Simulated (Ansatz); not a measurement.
C2H6Sn (SMILES [CH3][Sn][CH3]), singlet, geometry from GFN2-xTB (such geometries of metal compounds can be far from the true shape) (all electrons, no relativity), with bond 4-2 at 1.8 times its length; CASSCF(4,6)/STO-3G (Ansatz, a program for electronic structure).

Ansatz was given this input:
Ansatz 0.2 input:
```yaml
crystal:
  periodic: [false, false, false]
  atoms:
    - {symbol: Sn, position_ang: [0.03241081, -0.01936240, 0.43390463]}
    - {symbol: C, position_ang: [0.59666174, 1.54937194, -1.09429480]}
    - {symbol: H, position_ang: [-0.30190718, 1.98545615, -1.53159201]}
    - {symbol: H, position_ang: [1.62591394, 0.76544141, -2.56779617]}
    - {symbol: H, position_ang: [1.18497424, 2.36865590, -0.68128948]}
    - {symbol: C, position_ang: [-0.76255468, -1.45026656, -1.12662196]}
    - {symbol: H, position_ang: [0.05833971, -1.83994755, -1.72920434]}
    - {symbol: H, position_ang: [-1.44652184, -0.94774435, -1.80957419]}
    - {symbol: H, position_ang: [-1.28853637, -2.30678729, -0.70516415]}
basis:
  gaussian:
    orbitals: STO-3G
hamiltonian:
  xc: hf
magnetization: {spin_polarized: false}
correlation: {active_space: {window: {electrons: 4, orbitals: 6}}}
```

The log (banner, timings and long lists left out):

```
Functional definition: HF
582 factors; integrals over basis functions are off by at most 2.7e-5 eV
mean field evaluation 1: about -164392.5764 eV, gradient 1.2e1 eV
mean field evaluation 2: about -164392.6611 eV, gradient 1.2e1 eV
mean field evaluation 4: about -164393.5658 eV, gradient 2.1e0 eV
mean field evaluation 8: about -164393.5939 eV, gradient 9.3e-5 eV
mean field evaluation 16: about -164391.2865 eV, gradient 1.2e1 eV
mean field -164393.59233628 eV, -6041.3530883794 hartree, gradient 2.1e-6 eV, S^2 0.000000; 1 other end points of the search recorded, 0 dependent functions left out
reference -164393.59233628 eV, -6041.3530883794 hartree; 34, 34 occupied and 9, 9 virtual orbitals, 582 factors
state -164396.46035884 eV, -6041.4584862642 hartree
Total energy: -164396.46035884 eV, -6041.4584862642 hartree
```
